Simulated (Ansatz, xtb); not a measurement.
**C4H5F3Se: which of two isomers lies lower**

We compare X, `FC(F)(F)C1C[Se]C1`, a singlet, with Y, `FC(F)(F)[C@@H]1CC[Se]1`, a singlet. Both are isolated molecules in the gas phase, relaxed with B3LYP-D3(BJ)/def2-SVP.

Q: Estimate which is lower in electronic energy at CCSD(T)/def2-SVP + ΔMP2/def2-TZVPP, and by roughly how much.

A: Too close to call at this level: CCSD(T)/def2-SVP + ΔMP2/def2-TZVPP gives E(Y) − E(X) = +2.98 kJ/mol.

How the difference moves with the method:

| level | geometry | E(Y) − E(X) (kJ/mol) | departure from the last row (kJ/mol) | job, with rough time for the two |
| --- | --- | --- | --- | --- |
| B3LYP-D3(BJ)/def2-SVP | B3LYP-D3(BJ)/def2-SVP | +1.85 | −1.12 | optimisation, 65 s |
| HF/def2-SVP | B3LYP-D3(BJ)/def2-SVP | +4.18 | +1.21 | part of the CCSD(T) run |
| MP2/def2-SVP | B3LYP-D3(BJ)/def2-SVP | +2.47 | −0.51 | part of the CCSD(T) run |
| CCSD(T)/def2-SVP | B3LYP-D3(BJ)/def2-SVP | +2.78 | −0.19 | single point |
| CCSD(T)/def2-SVP + ΔMP2/def2-TZVPP | B3LYP-D3(BJ)/def2-SVP | +2.98 |  | single point, 3 min |

As drawn, both hold the same kinds of bond in the same numbers.

The largest departure from CCSD(T)/def2-SVP + ΔMP2/def2-TZVPP is that of HF/def2-SVP, 1.21 kJ/mol. Levels run at GFN2-xTB geometries aren't shown. The last row adds to CCSD(T) the change of the MP2 difference between the two basis sets, here +0.19 kJ/mol.

With thermal terms from frequencies at re-optimised GFN2-xTB minima (ideal gas, soft modes damped towards free rotors, one conformer each, 298.15 K, 1 atm): on the last row, ΔE + ΔZPE = +3.30, ΔH = +3.50, ΔG = +3.53 kJ/mol.

The correlated steps freeze 16 core orbitals; the filled d shell of Se is correlated, in a basis made for valence electrons. Mirror images aren't counted in ΔG. Run with Ansatz 0.2.0, xtb 6.7.1; the last row on 4 threads of Arm Neoverse V1 on a shared host.
